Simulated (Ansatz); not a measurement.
Species: sum formula HSO₃, charge 0, multiplicity 2. It need not be the lowest isomer of its formula. SMILES: O=[S](=O)O
Coordinates optimised at B3LYP-D3(BJ)/def2-TZVP (Ansatz, a first-principles code):
```xyz
5

O      0.4342    -0.6993    -1.1852
S     -0.2804     0.0183     0.0913
O      0.2653    -0.5711     1.2992
O     -0.2259     1.4334    -0.1815
H      0.6974    -1.5966    -0.9218
```
Charge 0, spin multiplicity 2.

Question: Give the harmonic wavenumbers at B3LYP-D3(BJ)/def2-TZVP (Ansatz, finite differences of forces, unscaled).

Answer: 294, 421, 428, 529, 752, 1102, 1108, 1312, 3727 cm⁻¹. Zero-point energy 13.8 kcal/mol.

Question: From these and the geometry, give the ideal-gas thermochemistry at 298.15 K and 1 atm (rigid rotor, harmonic oscillator).

Answer: Point group C1, rotational symmetry number 1. Rotational constants 9.215, 9, 4.855 GHz. S(trans) 39.09, S(rot) 24.19, S(vib) 4.19, S(elec, spin only) 1.38, S 68.9 cal/(mol K). H(298) - H(0) 3.22 kcal/mol; G - E(el) -3.5 kcal/mol.
